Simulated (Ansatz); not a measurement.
A run for Ansatz (an electronic-structure program): R-SVWN5/def2-TZVPP on BHO2 (SMILES O=BO).

Ansatz 0.2 input:
```yaml
crystal:
  periodic: [false, false, false]
  atoms:
    - {symbol: O, position_ang: [-0.80496343, -0.33841538, 0.06148684]}
    - {symbol: B, position_ang: [0.46630554, -0.07413789, -0.19772892]}
    - {symbol: O, position_ang: [1.63228317, 0.12085921, -0.46390530]}
    - {symbol: H, position_ang: [-1.29372528, 0.29169406, 0.60014738]}
basis:
  gaussian:
    orbitals: def2-TZVPP
hamiltonian:
  xc: {name: SVWN5}
scf: {lower_state_search: off}
```

Problem. Predict the final total energy.

Solution. -174.7208 hartree.
